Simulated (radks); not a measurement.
Spin polarisation of the 5d1 shell in Lu. Start: [Xe] 4f14 5d(up 0.5, down 0.5) 6s2; electrons of 5d are moved from spin down to spin up, other shells keep equal spins. Calculated with a radial shooting solver on a logarithmic mesh with Libxc functionals: scalar-relativistic Kohn-Sham, BLYP, spin-polarised, spherical densities, point nucleus.

\begin{tabular}{lrrrrrr}
moment (Bohr magnetons) & E - E(0) (eV) & e(5d up) (eV) & e(5d down) (eV) & 6s down minus up (eV) & 4f down minus up (eV) & 5p down minus up (eV) \\ \hline
0 & 0.000 & -1.625 & -1.625 & 0.000 & 0.000 & 0.000 \\
0.25 & -0.006 & -1.671 & -1.574 & 0.082 & 0.015 & 0.081 \\
0.5 & -0.024 & -1.711 & -1.518 & 0.164 & 0.031 & 0.162 \\
0.75 & -0.054 & -1.746 & -1.458 & 0.245 & 0.046 & 0.242 \\
1 & -0.096 & -1.774 & -1.393 & 0.325 & 0.061 & 0.321 \\
\end{tabular}

At moment 1 the spin-polarisation energy is -0.096 eV and the 5d exchange splitting 0.382 eV, that is 0.382 eV per Bohr magneton; E = -I m^2/4 would give I = 0.384 eV.
